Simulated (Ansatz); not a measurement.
Correlation energies of CH₆BFGeSi (`[F][GeH]1[CH2][B]1[SiH3]`) by basis set

Z-matrix (Å, degrees):
```
Ge
C 1 2.363
B 1 1.966 2 37.9
F 1 1.740 2 131.2 3 90.3
H 1 1.542 2 95.0 3 -158.3
H 2 1.093 1 79.7 3 150.7
H 2 1.091 1 150.0 3 -94.8
Si 3 1.988 1 129.8 2 152.6
H 8 1.489 3 111.5 1 -21.1
H 8 1.490 3 111.2 1 -142.4
H 8 1.490 3 109.9 1 98.1
```

The species carries charge 0 and has multiplicity 1. Correlated methods include outer-core shells of Ge, which these sets cover unevenly. Scalar relativity is left out up to krypton. All single points use the PBE0-D4/def2-TZVP geometry. Frozen core, restricted reference, Ansatz 0.2.0.

```json
{"basis": "def2-SVP", "HF (Eh)": "?", "MP2 corr.": "?", "CCSD corr.": "-0.78334", "(T)": "?", "CCSD(T) total": "?"}
{"basis": "def2-TZVPP", "HF (Eh)": "-2529.82298", "MP2 corr.": "-0.90125", "CCSD corr.": "-0.93858", "(T)": "-0.03896", "CCSD(T) total": "-2530.80052"}
{"basis": "def2-QZVPP", "HF (Eh)": "?", "MP2 corr.": "-1.21498", "CCSD corr.": "–", "(T)": "–", "CCSD(T) total": "–"}
```

Question: Fill in the withheld values. (Estimate.)

Answer: The calculation gave: def2-SVP HF (Eh): -2529.25389; def2-SVP MP2 corr.: -0.74161; def2-SVP (T): -0.02572; def2-SVP CCSD(T) total: -2530.06295; def2-QZVPP HF (Eh): -2529.88151.
